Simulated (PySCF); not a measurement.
Sn(Br)(SiH3) (BrH₃SiSn), SMILES [SiH3][Sn][Br] (connectivity only; charge and spin as stated), neutral, multiplicity 1. Atoms are numbered in the order given.

```xyz
6

Sn     0.8550    -0.5178     0.0000
Br    -0.4738     1.6869     0.0000
Si    -1.4567    -1.9055     0.0000
H     -1.2670    -3.3917     0.0000
H     -2.2541    -1.5426    -1.2127
H     -2.2541    -1.5426     1.2127
```
Charge 0, spin multiplicity 1.

Coordinates come from a B3LYP-D3(BJ)/def2-SVP optimisation. The structure was generated by enumeration; whether it is a known compound was not checked. The def2 effective core potentials stand for the cores of Sn; spin–orbit coupling is left out.

Computed with CAM-B3LYP/def2-TZVPD run with PySCF.

Computed frontier levels, gap, dipole moment and polarisability:
The highest occupied level is -7.66 eV, the lowest empty level is -2.45 eV and the orbital gap is 5.21 eV. The dipole moment comes out as 3.01 D, the quadrupole, principal values (traceless, Buckingham form, about the centre of nuclear charge) is -6.43, 0.35, 6.08 D·Å and the mean static polarisability is 103.8 bohr³ (15.38 Å³). The polarisability, principal values is 74.9, 108.7, 127.8 bohr³.
